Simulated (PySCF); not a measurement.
**Nuclear quadrupole coupling in `C[C@@]([SiH3])(Cl)CO[SiH3]`**

Compound: C3H11ClOSi2.
Geometry (GFN2-xTB, Å), atoms numbered from 1 in this order:
```xyz
18
C3H11ClOSi2 angstrom
C     -1.2757   -0.6485   -1.4678
C     -1.0196   -0.6253    0.0257
Si    -1.5223    1.0344    0.8570
Cl    -1.9734   -1.9462    0.7799
C      0.4465   -0.8585    0.3440
O      1.0651    0.3942    0.2970
Si     2.6516    0.7243    0.1651
H     -2.3232   -0.4482   -1.6816
H     -1.0130   -1.6159   -1.8969
H     -0.6678    0.1211   -1.9400
H     -2.9868    1.0384    0.8525
H     -1.0190    2.1552    0.0710
H     -1.0161    1.0199    2.2247
H      0.5581   -1.2774    1.3513
H      0.9170   -1.5513   -0.3648
H      3.4027    0.1997    1.3090
H      2.5767    2.1743    0.1183
H      3.1906    0.1162   -1.0560
```

Field gradients from the PBE0/pcSseg-1 density (PySCF, non-relativistic), principal values in atomic units, ordered |Vxx| ≤ |Vyy| ≤ |Vzz|:

```json
{"atom": "Cl4", "Vxx": "-1.8401", "Vyy": "-1.9447", "Vzz": "3.7848"}
{"atom": "O6", "Vxx": "-0.4347", "Vyy": "-1.2194", "Vzz": "1.6541"}
```

Problem. Find the asymmetry η = (Vxx − Vyy)/Vzz and the couplings χ = eQV/h (234.96 MHz × Q in barn × V in au), with Q(35Cl) = −0.0817 b, Q(17O) = −0.0256 b.

Solution. 
```csv
atom,environment,nucleus,η,χzz (MHz),χxx (MHz),χyy (MHz)
Cl4,alkyl chlorine,35Cl,0.03,-72.65,35.32,37.33
O6,silyl ether oxygen,17O,0.47,-9.95,2.61,7.33
```

The gradient is axial or nearly so (η below 0.05) at Cl4. 

Problem. What is Vzz at Cl4 in SI units (1 au = 9.71736 × 10²¹ V/m²)?

Solution. 3.7848 au = 36.778 × 10²¹ V/m².

Problem. And the gradient at the other heavy atoms, for which no coupling is worked out here?

Solution. 
```tsv
atom	environment	Vzz (au)	η
C1	methyl carbon	0.106	0.09
C2	sp3 C–Cl carbon	0.496	0.31
Si3	SiH3 silicon	0.264	0.26
C5	sp3 carbon bound to oxygen	0.392	0.33
Si7	oxygen-bound silicon	0.545	0.22
```

Were the hydrogens deuterons (Q(2H) = 0.00286 b), χzz would run from 105 kHz (H18 and H16) to 210 kHz (H8 and H10).

Geometry: GFN2-xTB, one conformer, isolated molecule. GFN2-xTB bond lengths can be off by several hundredths of an ångström, more for odd bonds, and the gradients follow them. A larger basis could move these couplings by a tenth or more.
